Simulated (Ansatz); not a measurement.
`F[Si](F)(S)S` → `F[Si]F` + `SS` at 298.15 K and 1 bar (silylene formation by 1,1-elimination).

Gas-phase electronic energies from Ansatz, PBE0-D4/def2-TZVP geometries. CBS: MP2 limit from def2 TZ/QZ plus the TZ coupled-cluster correction, frozen cores. This one scheme is used for every species. One conformer a species, not always the lowest.

| species | CCSD(T)/CBS energy (Eh) | H − E (kJ/mol) | S (J/(mol·K)) |
| --- | --- | --- | --- |
| `F[Si](F)(S)S` | -1285.62107 | 89.8 | 353.7 |
| `F[Si]F` | -488.75686 | 23.6 | 256.9 |
| `SS` | -796.74576 | 60.1 | 251.3 |

H − E and S are ideal-gas, rigid-rotor, harmonic terms from PBE0-D4/def2-TZVP, for one conformer and one mirror image of each species. 1 Eh = 2625.50 kJ/mol, R = 8.31446 J/(mol·K).

Problem. By hand: ΔE, ΔH, ΔS and ΔG.

Solution. ΔE = (-488.75686) + (-796.74576) − (-1285.62107) = 0.11845 Eh = 311.0 kJ/mol. Δ(H − E) = 23.6 + 60.1 − 89.8 = -6.1, so ΔH = 304.9 kJ/mol. ΔS = 256.9 + 251.3 − 353.7 = 154.5 J/(mol·K). ΔG = 304.9 − 298.15 × (154.5)/1000 = 258.8 kJ/mol.

Problem. By hand: the equilibrium constant, and the temperature at which ΔG would vanish if ΔH and ΔS stayed fixed.

Solution. log₁₀ K = −ΔG/(RT ln 10) = -45.3. ΔG = 0 at ΔH/ΔS = 1973 K.

The number of gas molecules changes by +1, which sets the sign of ΔS. A doubt of 5 kJ/mol in ΔE shifts log₁₀ K by 0.9 here. Other conformers and mirror images would add mixing entropy, several J/(mol·K) or more a flexible species. These are equilibria of isolated gas molecules and say nothing of rates. Largest T1 diagnostic: 0.015 (customary marks: 0.02 for closed shells, 0.045 for open ones).
